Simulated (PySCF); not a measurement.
Level of theory: PBE0-D3(BJ)/def2-TZVP in PySCF. Gas-phase values, no solvent. One relaxed conformer stands for a flexible species; it need not be the lowest. 

Reference species (SMILES): `COCN` (neutral, multiplicity 1).

HOMO: -7.24 eV
HOMO–LUMO gap: 8.32 eV

Changed species: `C[C@@H](N)O`.

Problem. What does the change do to the HOMO and HOMO–LUMO gap?

Solution. the HOMO stays essentially unchanged; the HOMO–LUMO gap falls by 0.06 eV, to 8.26 eV.
